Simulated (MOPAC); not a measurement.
MOPAC input (PM6):

```
PM6 1SCF CHARGE=1 GEO-OK AUX(PRECISION=9) THREADS=1
C3H12NSi

C     1.11883000 1   -1.52529800 1   -0.09991500 1
Si    0.07122600 1   -0.00195000 1   -0.15742900 1
C    -1.40982400 1   -0.09405900 1   -1.26168400 1
C     0.99507600 1    1.60007600 1   -0.19462700 1
N    -0.72647600 1    0.01989400 1    1.60572300 1
H     1.62821400 1   -1.64321700 1   -1.05998900 1
H     1.89306700 1   -1.46909000 1    0.66800700 1
H     0.52911100 1   -2.42985600 1    0.06232000 1
H    -2.06557600 1    0.77203000 1   -1.15126300 1
H    -1.99573100 1   -1.00068000 1   -1.09720300 1
H    -1.07676000 1   -0.11267200 1   -2.30276200 1
H     1.76984800 1    1.65143500 1    0.57310000 1
H     0.33548800 1    2.46339500 1   -0.08540900 1
H     1.49544100 1    1.69983700 1   -1.16147800 1
H    -1.35137800 1    0.81788300 1    1.73031400 1
H    -1.27739700 1   -0.82122500 1    1.78409300 1
H    -0.02064200 1    0.07589500 1    2.34157100 1
```

Output:

```
 *******************************************************************************
 **                                                                           **
 **                              MOPAC v23.2.5                                **
 **                                                                           **
 *******************************************************************************
 ** MOPAC's Digital Object Identifier: https://doi.org/10.5281/zenodo.6511958 **
 **                                                                           **
 ** Please cite the open-source release paper for use of this MOPAC version:  **
 ** J. E. Moussa and J. J. P. Stewart (2026)                                  **
 ** MOPAC: An open-source semiempirical molecular orbital program             **
 ** J. Open Source Softw., 11(119), 8025, https://doi.org/10.21105/joss.08025 **
 *******************************************************************************

                              PM6 CALCULATION RESULTS

 *******************************************************************************
 *  PM6        - The PM6 Hamiltonian to be used
 *  GEO-OK     - OVERRIDE INTERATOMIC DISTANCE AND OTHER SAFETY CHECKS
 *
 *
 *
 *                 CHARGE ON SYSTEM = +1
 *
 *
 *
 *  1SCF       - DO 1 SCF AND THEN STOP
 *  AUX        - OUTPUT AUXILIARY INFORMATION
 *******************************************************************************
PM6 1SCF CHARGE=1 GEO-OK AUX(PRECISION=9) THREADS=1
 C3H12NSi

   ATOM   CHEMICAL          X               Y               Z
  NUMBER   SYMBOL      (ANGSTROMS)     (ANGSTROMS)     (ANGSTROMS)

     1       C          1.11883000  *  -1.52529800  *  -0.09991500  *
     2      Si          0.07122600  *  -0.00195000  *  -0.15742900  *
     3       C         -1.40982400  *  -0.09405900  *  -1.26168400  *
     4       C          0.99507600  *   1.60007600  *  -0.19462700  *
     5       N         -0.72647600  *   0.01989400  *   1.60572300  *
     6       H          1.62821400  *  -1.64321700  *  -1.05998900  *
     7       H          1.89306700  *  -1.46909000  *   0.66800700  *
     8       H          0.52911100  *  -2.42985600  *   0.06232000  *
     9       H         -2.06557600  *   0.77203000  *  -1.15126300  *
    10       H         -1.99573100  *  -1.00068000  *  -1.09720300  *
    11       H         -1.07676000  *  -0.11267200  *  -2.30276200  *
    12       H          1.76984800  *   1.65143500  *   0.57310000  *
    13       H          0.33548800  *   2.46339500  *  -0.08540900  *
    14       H          1.49544100  *   1.69983700  *  -1.16147800  *
    15       H         -1.35137800  *   0.81788300  *   1.73031400  *
    16       H         -1.27739700  *  -0.82122500  *   1.78409300  *
    17       H         -0.02064200  *   0.07589500  *   2.34157100  *

          CARTESIAN COORDINATES

    NO.       ATOM           X           Y           Z

     1         C          1.1188     -1.5253     -0.0999
     2        Si          0.0712     -0.0020     -0.1574
     3         C         -1.4098     -0.0941     -1.2617
     4         C          0.9951      1.6001     -0.1946
     5         N         -0.7265      0.0199      1.6057
     6         H          1.6282     -1.6432     -1.0600
     7         H          1.8931     -1.4691      0.6680
     8         H          0.5291     -2.4299      0.0623
     9         H         -2.0656      0.7720     -1.1513
    10         H         -1.9957     -1.0007     -1.0972
    11         H         -1.0768     -0.1127     -2.3028
    12         H          1.7698      1.6514      0.5731
    13         H          0.3355      2.4634     -0.0854
    14         H          1.4954      1.6998     -1.1615
    15         H         -1.3514      0.8179      1.7303
    16         H         -1.2774     -0.8212      1.7841
    17         H         -0.0206      0.0759      2.3416

 General Reference for PM6:
 "Optimization of Parameters for Semiempirical Methods V: Modification of NDDO Approximations
 and Application to 70 Elements", J. J. P. Stewart, J. Mol. Mod., 13, 1173-1213 (2007)
 URL: https://link.springer.com/article/10.1007/s00894-007-0233-4

           Empirical Formula: C3 H12 N Si  =    17 atoms

      MOLECULAR POINT GROUP   :   C3v

      RHF CALCULATION, NO. OF DOUBLY OCCUPIED LEVELS = 16

 -------------------------------------------------------------------------------
 PM6 1SCF CHARGE=1 GEO-OK AUX(PRECISION=9) THREADS=1
 C3H12NSi

     1SCF WAS SPECIFIED, SO BFGS WAS NOT USED
     SCF FIELD WAS ACHIEVED

                              PM6 CALCULATION
                                                       MOPAC v23.2.5 Linux

          FINAL HEAT OF FORMATION =         87.25450 KCAL/MOL =     365.07282 KJ/MOL

          COSMO AREA              =        143.18 SQUARE ANGSTROMS
          COSMO VOLUME            =        138.93 CUBIC ANGSTROMS

          IONIZATION POTENTIAL    =         14.679029 EV
          HOMO LUMO ENERGIES (EV) =        -14.679 -3.718
          NO. OF FILLED LEVELS    =         16
          MOLECULAR WEIGHT        =         90.2200         POINT GROUP:  C3v

          MOLECULAR DIMENSIONS (Angstroms)

            Atom       Atom       Distance
            H    13    H     8     4.89931
            H    11    H    17     4.76663
            H     6    H    10     3.50218

          SCF CALCULATIONS        =          1

   ATOM   CHEMICAL          X               Y               Z
  NUMBER   SYMBOL      (ANGSTROMS)     (ANGSTROMS)     (ANGSTROMS)

     1       C          1.11883000  *  -1.52529800  *  -0.09991500  *
     2      Si          0.07122600  *  -0.00195000  *  -0.15742900  *
     3       C         -1.40982400  *  -0.09405900  *  -1.26168400  *
     4       C          0.99507600  *   1.60007600  *  -0.19462700  *
     5       N         -0.72647600  *   0.01989400  *   1.60572300  *
     6       H          1.62821400  *  -1.64321700  *  -1.05998900  *
     7       H          1.89306700  *  -1.46909000  *   0.66800700  *
     8       H          0.52911100  *  -2.42985600  *   0.06232000  *
     9       H         -2.06557600  *   0.77203000  *  -1.15126300  *
    10       H         -1.99573100  *  -1.00068000  *  -1.09720300  *
    11       H         -1.07676000  *  -0.11267200  *  -2.30276200  *
    12       H          1.76984800  *   1.65143500  *   0.57310000  *
    13       H          0.33548800  *   2.46339500  *  -0.08540900  *
    14       H          1.49544100  *   1.69983700  *  -1.16147800  *
    15       H         -1.35137800  *   0.81788300  *   1.73031400  *
    16       H         -1.27739700  *  -0.82122500  *   1.78409300  *
    17       H         -0.02064200  *   0.07589500  *   2.34157100  *

                             CARTESIAN COORDINATES

   1    C        1.118830000    -1.525298000    -0.099915000
   2   Si        0.071226000    -0.001950000    -0.157429000
   3    C       -1.409824000    -0.094059000    -1.261684000
   4    C        0.995076000     1.600076000    -0.194627000
   5    N       -0.726476000     0.019894000     1.605723000
   6    H        1.628214000    -1.643217000    -1.059989000
   7    H        1.893067000    -1.469090000     0.668007000
   8    H        0.529111000    -2.429856000     0.062320000
   9    H       -2.065576000     0.772030000    -1.151263000
  10    H       -1.995731000    -1.000680000    -1.097203000
  11    H       -1.076760000    -0.112672000    -2.302762000
  12    H        1.769848000     1.651435000     0.573100000
  13    H        0.335488000     2.463395000    -0.085409000
  14    H        1.495441000     1.699837000    -1.161478000
  15    H       -1.351378000     0.817883000     1.730314000
  16    H       -1.277397000    -0.821225000     1.784093000
  17    H       -0.020642000     0.075895000     2.341571000

           Empirical Formula: C3 H12 N Si  =    17 atoms

      MOLECULAR POINT GROUP   :   C3v

                  EIGENVALUES
 -38.05090 -29.42365 -28.55722 -28.55722 -22.63105 -22.63105 -20.58831 -18.21983
 -17.92647 -17.92646 -17.27559 -17.27559 -17.08558 -16.93962 -14.67903 -14.67903
  -3.71802  -3.00700  -3.00700  -2.98012  -2.39015  -2.39015  -1.33821  -0.37667
   0.15152   0.15152   0.45131   0.45131   2.07378   2.11081   2.11081   2.11287
   2.17879   2.17879   3.21218   3.35155   3.35156

              NET ATOMIC CHARGES AND DIPOLE CONTRIBUTIONS

  ATOM NO.   TYPE          CHARGE      No. of ELECS.   s-Pop       p-Pop       d-Pop
    1          C          -0.728110        4.7281     1.07559     3.65252
    2         Si           0.839034        3.1610     1.07379     1.36327     0.72391
    3          C          -0.728110        4.7281     1.07559     3.65252
    4          C          -0.728110        4.7281     1.07559     3.65252
    5          N          -0.251392        5.2514     1.42931     3.82208
    6          H           0.218780        0.7812     0.78122
    7          H           0.201650        0.7984     0.79835
    8          H           0.201639        0.7984     0.79836
    9          H           0.201639        0.7984     0.79836
   10          H           0.201649        0.7984     0.79835
   11          H           0.218780        0.7812     0.78122
   12          H           0.201639        0.7984     0.79836
   13          H           0.201650        0.7984     0.79835
   14          H           0.218780        0.7812     0.78122
   15          H           0.243495        0.7565     0.75650
   16          H           0.243495        0.7565     0.75650
   17          H           0.243495        0.7565     0.75651
 DIPOLE           X         Y         Z       TOTAL
 POINT-CHG.    -1.802     0.049     3.983     4.372
 HYBRID        -0.139     0.004     0.308     0.338
 SUM           -1.941     0.053     4.291     4.710

          ATOMIC ORBITAL ELECTRON POPULATIONS

     Atom    s        px        py        pz      x^2-y^2     xz        z^2       yz        xy
    1  C   1.07559   1.21611   1.23486   1.20155
    2 Si   1.07379   0.48309   0.51286   0.36731   0.14311   0.16502   0.15185   0.05364   0.21029
    3  C   1.07559   1.23067   1.18857   1.23328
    4  C   1.07559   1.21087   1.23953   1.20213
    5  N   1.42931   1.23983   1.20431   1.37794
    6  H   0.78122
    7  H   0.79835
    8  H   0.79836
    9  H   0.79836
   10  H   0.79835
   11  H   0.78122
   12  H   0.79836
   13  H   0.79835
   14  H   0.78122
   15  H   0.75650
   16  H   0.75650
   17  H   0.75651

 **********************
 *                    *
 * JOB ENDED NORMALLY *
 *                    *
 **********************

 == MOPAC DONE ==
```

The dipole moment of an ion depends on the origin.

The geometry given is a B3LYP-D3(BJ)/def2-TZVP minimum.
